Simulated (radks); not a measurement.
Ionisation of neutral phosphorus, [Ne] 3s2 3p3, to [Ne] 3s2 3p2 as the strength of local exchange is varied. All-electron calculation, scalar-relativistic Kohn-Sham, Slater X-alpha exchange (alpha = 2/3 is LDA exchange), no correlation, spin-unpolarised, spherical densities, finite nucleus; Fermi nuclear charge, rms radius 3.1889 fm. Program: a radial shooting solver on a logarithmic mesh with Libxc functionals.

alpha	E(P) (hartree)	exchange (hartree)	IE (eV)	-e of the level emptied (eV)	<r> of it (bohr)
0.603	-337.68137	-18.60137	8.077	4.032 (3p)	2.477
0.621	-338.23713	-19.18354	8.240	4.169 (3p)	2.461
0.667	-339.66096	-20.67834	8.664	4.528 (3p)	2.421
0.676	-339.94013	-20.97198	8.748	4.600 (3p)	2.414
0.786	-343.36792	-24.59212	9.809	5.512 (3p)	2.326
0.877	-346.22558	-27.63047	10.729	6.317 (3p)	2.261
0.948	-348.46895	-30.02836	11.473	6.975 (3p)	2.213

NIST Atomic Spectra Database: 10.487 eV (measured). The Delta-SCF value meets it near alpha = 0.85. Spin polarisation and multiplet splitting are left out, so open shells lie too high by an amount that depends on their filling.

Beside tabulated values, note that spin-unpolarised runs miss the spin-polarisation part of the exchange energy of open shells.
